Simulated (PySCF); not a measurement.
## Spinor energies of In³⁺ (indium, charge +3)

Start: [Kr] 4d10. Calculated with PySCF 2.14 in x2c-TZVPall-2c: generalised Hartree-Fock with the X2C-1e Hamiltonian and a Gaussian nucleus; one run each with spin-orbit coupling (SO) switched off, then screened by Boettger's factors. This is a chosen level, not necessarily the ground level.

```
spinor shell  electrons  ε, spin-free (eV)  ε, screened SO (eV)  weight of nominal j (screened SO)  rms radius, screened SO (bohr)
       1s1/2          2           -28111.0             -28108.5                              1.000                          0.0340
       2s1/2          2            -4324.5              -4323.8                              1.000                           0.139
       2p1/2          2            -3877.5              -4023.7                              1.000                           0.120
       2p3/2          4            -3877.5              -3810.6                              1.000                           0.125
       3s1/2          2            -883.16              -882.99                              1.000                           0.371
       3p1/2          2            -733.19              -760.47                              1.000                           0.365
       3p3/2          4            -733.19              -720.65                              1.000                           0.376
       3d3/2          4            -500.92              -505.61                              1.000                           0.350
       3d5/2          6            -500.92              -497.64                              1.000                           0.353
       4s1/2          2            -173.31              -173.29                              1.000                           0.908
       4p1/2          2            -126.54              -131.35                              1.000                           0.969
       4p3/2          4            -126.54              -124.33                              1.000                           0.998
       4d3/2          4            -56.577              -57.156                              1.000                            1.23
       4d5/2          6            -56.577              -56.184                              1.000                            1.25
```

| quantity | spin-free | screened SO |
| --- | --- | --- |
| E (hartree) | -5875.82516 | -5877.10781 |
| M_J | 0 | 0 |
| ⟨J²⟩ | 0.000 | 0.000 |
| ⟨L²⟩ | 0.000 | 0.016 |
| ⟨S²⟩ | 0.000 | 0.016 |

Breit and QED terms are absent; they matter most for the inner s and p1/2 levels.

Densities and radii are taken from the X2C orbitals without a picture-change correction, which distorts them close to the nucleus.

Without spin-orbit coupling the j labels of p, d and f shells carry no meaning; the spin-free column gives the mean over the occupied spinors of each nl shell.
